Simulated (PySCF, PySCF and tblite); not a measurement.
One step of a conformer study of C₇H₁₁N, numbered as in [N:1]#[C:2][CH:3]1[CH2:4][CH2:5][CH2:6][CH2:7][CH2:8]1: PySCF, PBE0-D3(BJ)/def2-SVP geometry optimisation from a GFN2-xTB Hessian, gas phase; conformer with 6-ring chair (all substituents equatorial).

The 6-ring runs over atoms 3–4–5–6–7–8.

Input:

```
{"job": {"kind": "geom", "xc": "PBE0", "basis": "def2-SVP", "d3": "d3bj", "grid": 1, "maxiter": 40}, "charge": 0, "multiplicity": 1}
N      3.558199     0.037459    -1.040946
C      2.543293     0.020804    -0.514228
C      1.251586     0.000286     0.127715
C      0.472948    -1.252211    -0.299154
C     -0.901074    -1.265390     0.363373
C     -1.681552    -0.004161     0.004484
C     -0.907808     1.240535     0.429741
C      0.466381     1.269688    -0.232148
H      1.415366    -0.027868     1.212724
H      0.357773    -1.248967    -1.385778
H      1.034613    -2.147741    -0.023940
H     -1.452747    -2.150303     0.040805
H     -0.782141    -1.322990     1.448257
H     -2.657528    -0.019516     0.493075
H     -1.848126     0.023849    -1.074868
H     -0.789419     1.241219     1.516269
H     -1.464028     2.138497     0.154193
H      0.350912     1.323844    -1.317448
H      1.023547     2.152217     0.090413
```

Launched as:

```sh
OMP_NUM_THREADS=1 python ens_run.py task.json out
```

Output (atoms count from 0 there):

```
step      E/eV     max force
  0     -8911.81799   1.8876
  1     -8911.87742   0.1892
  2     -8911.87878   0.0153
```

It took 37 s on 1 thread of Arm Neoverse V2, on a host shared with other jobs (rough), peak memory 0.69 GiB, launched as `OMP_NUM_THREADS=1 python ens_run.py task.json out`.
